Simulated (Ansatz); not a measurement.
Q: Predict a relaxed structure of (NaH)4 cube (Na4H4), charge 0, singlet, at PBE0-D4/def2-SVP (Ansatz).

A: 
```xyz
8

Na   -0.860   -0.098    1.672
Na   -0.516    1.583   -0.879
Na    1.866    0.003    0.253
Na   -0.489   -1.488   -1.046
H    -1.945   -0.003   -0.264
H     0.510    1.550    1.090
H     0.538   -1.650    0.917
H     0.897    0.102   -1.743
```
Point group Td (tolerance 0.1 Å). This is one stationary point.
